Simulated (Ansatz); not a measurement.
Gas-phase electronic energies from Ansatz, PBE0-D4/def2-TZVP geometries. CBS: MP2 limit from def2 TZ/QZ plus the TZ coupled-cluster correction, frozen cores. This one scheme is used for every species, atoms too. Functionals use def2-TZVPP. No spin–orbit coupling; open shells (•) take unrestricted orbitals. Spin–orbit coupling would lower the free atoms: a little for Al, C, F.

Consider the atomization: `C[CH](F)[AlH2]` → Al• + 2 C• + F• + 6 H•.

| level | ΔE (kcal/mol) | difference from CCSD(T)/CBS |
| --- | --- | --- |
| LDA (SPW92) | 922.1 | 108.7 |
| BLYP-D4 | 809.6 | -3.8 |
| PBE0-D4 | 811.4 | -2.0 |
| r2SCANh-D4 | 810.1 | -3.3 |
| BLYP | 801.5 | -11.9 |
| r2SCAN | 813.6 | 0.2 |
| CAM-B3LYP | 814.8 | 1.4 |
| CCSD(T)/def2-SVP | 775.6 | -37.8 |
| MP2/def2-TZVPP | 802.0 | -11.4 |
| HF/def2-QZVPP | 606.7 | -206.7 |
| CCSD(T)/CBS | 813.4 | 0 |

Largest T1 diagnostic among the species: 0.018.

At CCSD(T), def2-SVP lies −37.8 kcal/mol from the extrapolated value and def2-TZVPP −19.4 kcal/mol: correlation converges slowly with the basis, and small sets miss more of it in the bonded molecule than in its fragments. Leaving LDA and LC-ωPBE aside and taking each functional with its dispersion term where it has one, the values, not all of them listed here, spread over 30.5 kcal/mol, from BHLYP-D4 to PBE-D4. LDA lies +102.6 kcal/mol from PBE without D4, its usual overbinding. From PBE to PBE0 (25 % exact exchange), in def2-TZVPP and without D4, ΔE moves by −11.1 kcal/mol: exact exchange takes away binding that semilocal exchange gives to molecules.

For atomizations the MP2-based limit and the directly extrapolated one differ by several kJ/mol either way, and by 10 to 25 for some Ge, Se and Sn compounds, so smaller differences from it don't rank the levels.
